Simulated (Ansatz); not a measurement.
Calculated with Ansatz (gas phase, PBE0-D4/def2-TZVP geometries, no zero-point term in ΔE). CBS: MP2 limit from def2 TZ/QZ plus the TZ coupled-cluster correction, frozen cores. This one scheme is used for every species. Functionals use def2-TZVPP. B3LYP here is the variant with VWN-RPA as its local correlation; programs differ in this. For Br outer-core shells are correlated without core-valence functions, which leaves a few kJ/mol of doubt a bond. Scalar relativity is left out up to krypton. One conformer a species, not always the lowest.

`CO[SiH](Br)OC` + `C#N` → `CO[SiH](C#N)OC` + HBr  (formal exchange of groups at the Si–Br bond)

```tsv
level	ΔE (kJ/mol)
ωB97X-V	63.1
PBE	62.8
r2SCAN	65.2
PBE0	64.2
B3LYP	58.5
MP2/def2-TZVPP	64.6
CCSD(T)/def2-TZVPP	59.7
MP2/def2-QZVPP	68.2
```

Question: What does CCSD(T)/CBS give? (Estimate.)

Answer: The calculation gave: +66.4 kJ/mol. The listed levels differ from it by -3.3, -3.6, -1.2, -2.2, -7.9, -1.8, -6.7, 1.8 kJ/mol.

Largest T1 diagnostic among the species: 0.014.

The D4 term adds +3.4 kJ/mol with B3LYP and +1.5 kJ/mol with PBE0; it sums over pairs of atoms, weighted by their polarisabilities, and B3LYP, whose exchange is more repulsive, gets the larger term.
